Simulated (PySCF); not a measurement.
Xenon: a sound run and one with changed settings

Sound run: Xe [Xe], Xe⁺ [Kr] 4d10 5s2 5p5. Calculation: PySCF 2.14, in x2c-SVPall; scalar relativity by spin-free X2C-1e. In the sound run the correlated levels freeze [Kr] 4d10. The sound run starts from symmetry-adapted Hartree-Fock orbitals and uses a fine grid where one is needed.

Changed run: initial guess sap, at most 50 SCF cycles, level shift 0.1 hartree.

```
species   method  sound run (hartree)  changed run (hartree)  converged
     Xe      UHF          -7442.66501            -7442.66501        yes
     Xe     TPSS          -7445.30712            -7445.30712        yes
     Xe     PBE0          -7445.28455            -7445.28455        yes
     Xe      MP2          -7442.75577            -7442.74763        yes
     Xe  CCSD(T)          -7442.76550            -7442.76550        yes
    Xe⁺      UHF          -7442.23904            -7442.23904        yes
    Xe⁺     TPSS          -7444.84953            -7444.84953        yes
    Xe⁺     PBE0          -7444.82600            -7444.82600        yes
    Xe⁺      MP2          -7442.30699            -7442.30100        yes
    Xe⁺  CCSD(T)          -7442.31911            -7442.31911        yes
```

Ionisation energy of Xe:

```csv
method,sound run (eV),changed run (eV)
UHF,11.591,11.591
TPSS,12.452,12.452
PBE0,12.478,12.478
MP2,12.212,12.154
SCS-MP2,12.149,12.097
CCSD,12.145,12.145
CCSD(T),12.147,12.147
```

A level shift leaves the converged SCF energy unchanged but raises the virtual orbital energies, which shrinks MP2 if it is not removed.

For comparison, NIST gives 12.130 eV between the lowest levels.
